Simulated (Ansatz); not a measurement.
Ansatz (a program for electronic structure) input (RPA@PBE/def2-QZVPP):
A basis named .json is the Basis Set Exchange file of that set.

Ansatz 0.2 input:
```yaml
crystal:
  periodic: [false, false, false]
  atoms:
    - {symbol: Cs, position_ang: [-0.00000000, -0.00000000, -1.77065809]}
    - {symbol: I, position_ang: [0.00000000, 0.00000000, 1.83747538]}
basis:
  gaussian:
    orbitals: def2-QZVPP.json
hamiltonian:
  xc: pbe
total_charge: -1
magnetization: {spin_polarized: true, initial_magnetization: 1}
correlation: {method: rpa, electrons: outside_noble_gas}
```

End of the output:

```
mean field evaluation 1: about -8640.4352 eV, gradient 3.1e1 eV
mean field evaluation 2: about -8640.4204 eV, gradient 3.1e1 eV
mean field evaluation 4: about -8650.5586 eV, gradient 1.2e1 eV
mean field evaluation 8: about -8652.3655 eV, gradient 3.9e-1 eV
mean field evaluation 16: about -8652.3606 eV, gradient 4.1e-4 eV
mean field evaluation 32: about -8648.4994 eV, gradient 5.9e-4 eV
mean field evaluation 64: about -8651.7820 eV, gradient 9.4e-3 eV
mean field evaluation 96: about -8652.4019 eV, gradient 1.7e-1 eV
mean field evaluation 128: about -8651.7817 eV, gradient 1.1e-4 eV
mean field evaluation 160: about -8643.6868 eV, gradient 3.0e1 eV
mean field evaluation 192: about -8649.4876 eV, gradient 9.5e0 eV
mean field -8652.36060723 eV, -317.9683875349 hartree, gradient 3.3e-6 eV, S^2 0.750076; 10 other end points of the search recorded, 0 dependent functions left out
13 core orbitals not correlated, not the lowest: weight in the atoms' cores, before any rotation towards them, 0.945 or more for the frozen orbitals, at most 0.053 for the correlated occupied ones
reference -8615.69485779 eV, -316.6209460962 hartree; 5, 4 occupied and 126, 127 virtual orbitals, 894 factors
Total energy: -8623.96634321 eV, -316.9249175786 hartree
```
